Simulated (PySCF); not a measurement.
Dimethyldichlorosilane: full NMR table

- Formula: C2H6Cl2Si
- SMILES: C[Si](C)(Cl)Cl
- InChI: InChI=1S/C2H6Cl2Si/c1-5(2,3)4/h1-2H3
- Point group of the computed structure: C2v
- Degrees of unsaturation: 0
- Carbon signals: 1
- Proton signals: 1

Bonds (- single, = double, # triple, : aromatic): C1-Si2 1.850 Å, Si2-C3 1.850 Å, Si2-Cl4 2.058 Å, Si2-Cl5 2.058 Å. C1 carries H6, H7, H8; C3 carries H9, H10, H11.

PySCF 2.14 calculation with shieldings: GIAO B97-2/pcSseg-2 and structure optimised with PBE0-D3(BJ)/def2-TZVP; fast rotation and ring inversion assumed for equivalent nuclei, single conformer, gas phase, non-relativistic Hamiltonian.

Shifts are taken against calculated references (same method and geometry level): $^{1}$H, $^{13}$C, $^{29}$Si against TMS.

| carbon | δC, type | δH (multiplicity) | HMBC from (2–3 bonds) | span of the C tensor (ppm) |
| --- | --- | --- | --- | --- |
| C1/C3 | 7.5, CH3 | 0.60 (s) | H6/H7/H8/H9/H10/H11 | 22 |

Other nuclei:
```
atoms    nucleus                  environment  δ (ppm)  σ (ppm)
  Si2  $^{29}$Si  silicon bonded to 2 C, 2 Cl     41.4    307.1
```

- Carbon types of the structure: 2 × CH3, which accounts for all hydrogens.
- δC 7.5: methyl carbon bonded to Si; an electropositive neighbour leaves it electron-rich and shielded.
- δH 0.60: hydrogen on a methyl carbon bonded to Si; an electropositive neighbour shields it, as in TMS itself.

Shifts are as computed. Against solution values, carbons near 30 ppm lie about +3 ppm off and those near 130 ppm about +7 ppm. Of 1211 compounds with measured shifts, 218 miss one by over three times the rms of a fit or turn the order of signals round; such compounds aren't used in these exercises.
